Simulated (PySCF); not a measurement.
# Fine-structure interval along the 13-electron series

Calculated with PySCF 2.14 and a two-component X2C-1e Hamiltonian (Gaussian nucleus, no Breit or QED terms), each ion in its own even-tempered basis scaled to its charge; GMP2 freezes 1s2 and drops the highest virtual spinors. Values in cm⁻¹.

```json
{"ion": "Tl⁶⁸⁺", "configuration": "[Ne] 3s2 3p1", "GHF (screened spin-orbit)": "4589500", "GMP2 (screened spin-orbit)": "4581500", "GHF (bare spin-orbit)": "4721900"}
{"ion": "Pb⁶⁹⁺", "configuration": "[Ne] 3s2 3p1", "GHF (screened spin-orbit)": "4870300", "GMP2 (screened spin-orbit)": "4862600", "GHF (bare spin-orbit)": "5009600"}
{"ion": "Bi⁷⁰⁺", "configuration": "[Ne] 3s2 3p1", "GHF (screened spin-orbit)": "5165700", "GMP2 (screened spin-orbit)": "5157700", "GHF (bare spin-orbit)": "5312300"}
```

Between Z = 81 and Z = 83 the GHF (bare spin-orbit) value grows as Z to the power 4.83.
